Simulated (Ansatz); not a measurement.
Total energies of (LiNH2)3 ring (Li3N3H6) from Ansatz at PBE0-D4/def2-TZVP, gas phase (1 Eh = 27.2114 eV = 2625.5 kJ/mol). The reference geometry is relaxed at PBE-D4/def2-SVP.

```xyz
12

Li   -1.260    0.192    1.065
N     0.313   -0.282    2.064
Li    1.506   -0.418    0.562
N     1.597   -0.246   -1.350
Li   -0.248    0.216   -1.628
N    -1.911    0.526   -0.713
H     0.223   -1.149    2.620
H     0.595    0.411    2.777
H     1.909   -1.098   -1.847
H     2.271    0.464   -1.685
H    -2.688   -0.087   -1.011
H    -2.308    1.470   -0.854
```

```tsv
state	geometry	energy (Eh)
charge 0 singlet	reference	-190.41965
charge 1 doublet	reference	-190.13234
free Li atom (doublet)	–	-7.46705
free N atom (quartet)	–	-54.54382
free H atom (doublet)	–	-0.50104
```

Problem. Work out the vertical ionisation energy to the doublet.

Solution. E(charge 1 doublet) − E(charge 0 singlet) = -190.13234 − (-190.41965) = 0.28731 Eh = 7.82 eV. For comparison, −ε of the highest occupied level is 6.04 eV at this level, 1.78 eV less.

Problem. What is the binding energy per atom against free atoms?

Solution. Atoms: 3 × (-7.46705) + 3 × (-54.54382) + 6 × (-0.50104) = -189.03885 Eh. Binding: -189.03885 − (-190.41965) = 1.38080 Eh = 37.57 eV, or 3.13 eV for each of 12 atoms (no zero-point energy, no counterpoise term).
